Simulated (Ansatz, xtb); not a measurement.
# Ranking isomers of FGe2H7Si

3 gas-phase structures of FGe2H7Si, from a drawn sample of its isomers (lower ones may exist). Each was relaxed with GFN2-xTB:

A. `[F][GeH2][SiH2][GeH3]`, a singlet
B. `F[SiH2][GeH2][GeH3]`, a singlet
C. `[F][Ge@@H]([SiH3])[GeH3]`, a singlet

Estimate their order in r2SCAN-D4/def2-SVP energy at these geometries, lowest first.

Calculated order at r2SCAN-D4/def2-SVP: B (0.000), C (0.614), A (0.728) eV.

Energies above the lowest of each column, in eV; the last columns are at PBE0-D3(BJ)/def2-SVP geometries:

```json
{"structure": "B", "GFN2-xTB": "0.000", "HF/STO-3G": "0.000", "r2SCAN-D4/def2-SVP": "0.000", "PBE0-D3(BJ)/def2-SVP": "0.000", "CCSD(T)/def2-SVP + ΔMP2/def2-TZVPP": "0.000"}
{"structure": "C", "GFN2-xTB": "0.281", "HF/STO-3G": "0.655", "r2SCAN-D4/def2-SVP": "0.614", "PBE0-D3(BJ)/def2-SVP": "0.634", "CCSD(T)/def2-SVP + ΔMP2/def2-TZVPP": "0.741"}
{"structure": "A", "GFN2-xTB": "0.624", "HF/STO-3G": "0.678", "r2SCAN-D4/def2-SVP": "0.728", "PBE0-D3(BJ)/def2-SVP": "0.662", "CCSD(T)/def2-SVP + ΔMP2/def2-TZVPP": "0.849"}
```

Every level run on B puts it lowest or level with the lowest. Some further structures that were screened fall inside this span and aren't listed. Flexible structures stand in one conformer each, not always the lowest. B keeps a small imaginary mode. The ΔMP2 step shifts differences by up to 0.161 eV, which makes them less sure. ΔMP2 is the change of the MP2 energy from the smaller to the larger basis.

Programs: Ansatz 0.2.0, xtb 6.7.1.
